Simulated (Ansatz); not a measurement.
Isomers of Ge2S4⁻ (doublet), relaxed with PBE-D4/def2-SVPD; total energies from Ansatz at RPA@PBE/def2-TZVPD.

| isomer | description | energy (Eh) |
| --- | --- | --- |
| A | point group C2v; 6 × Ge–S 2.33 to 2.40 Å; 1 × S–S 2.12 Å | -5742.82902 |
| B | point group not assigned; 5 × Ge–S 2.27 to 2.41 Å; 1 × S–S 2.02 Å | -5742.80973 |
| C | point group Cs; 6 × Ge–S 2.08 to 2.44 Å | -5742.83777 |
| D | point group not assigned; 6 × Ge–S 2.14 to 2.50 Å; 1 × S–S 2.14 Å | -5742.80762 |
| E | point group not assigned; 5 × Ge–S 2.14 to 2.43 Å; 1 × S–S 2.11 Å | -5742.80797 |

Correlated methods freeze 38 core orbitals; core or outer-core shells of Ge are correlated, in sets that lack core-valence functions.

The isomers come from a short search, and lower ones may exist.

Q: Work out the relative energies (1 Eh = 2625.5 kJ/mol) and the Boltzmann populations at 500 K from electronic energies alone (R = 8.314 J/mol/K).

A: ΔE: A 23.0, B 73.6, C 0.0, D 79.2, E 78.2 kJ/mol. RT = 4.16 kJ/mol. Factors exp(−ΔE/RT): A 0.00397, B 2.07e-08, C 1, D 5.39e-09, E 6.86e-09; sum 1.004. Populations: A 0.4 %, B 0.0 %, C 99.6 %, D 0.0 %, E 0.0 %. Zero-point energy, vibrational entropy and symmetry numbers are left out and can shift these; an error of 4 kJ/mol changes a ratio by a factor of 2.6. Over the other density-functional and correlated levels in def2 sets, the gap between C and A ranges from 3 to 29 kJ/mol.
